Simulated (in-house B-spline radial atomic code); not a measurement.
# How G0W0 and RPA depend on the start: Ge-

Configuration [Ar] 3d10 4s2 4p3, highest spin. Computed with an all-electron radial atomic-structure program (B-spline basis): all electrons, scalar-relativistic (spin-free one-electron X2C), finite nucleus, each spin shell either full or empty, empty states to l = 9 with an (l + 1/2)⁻⁴ tail; G0W0 by contour deformation at full frequency.

The anion's configuration is assumed.

```csv
start,mean-field 4p up (eV),G0W0 (eV),QP weight,RPA correlation (Eh)
Hartree-Fock,-1.594,?,?,?
LC-wPBE,-1.672,-1.599,0.907,-2.3073
wB97X,-1.245,?,?,?
BHandHLYP,-0.122,-1.212,0.626,-2.2737
CAM-B3LYP,-0.481,-1.383,0.799,-2.3165
```

What G0W0 level, weight and RPA correlation energy follow from the wB97X start?

G0W0 level -1.567 eV, weight 0.882, RPA correlation -2.2951 hartree.

What G0W0 level, weight and RPA correlation energy follow from the Hartree-Fock start?

G0W0 level -1.745 eV, weight 0.906, RPA correlation -2.1557 hartree.

How much of the dependence on the start does G0W0 remove?

The mean-field levels span 1.55 eV and the G0W0 levels 0.533 eV. Against 1.233 eV (electron affinity of the neutral atom) the G0W0 removal energies are off by -0.02 to +0.51 eV, with spin-orbit coupling, Breit and QED terms left out.
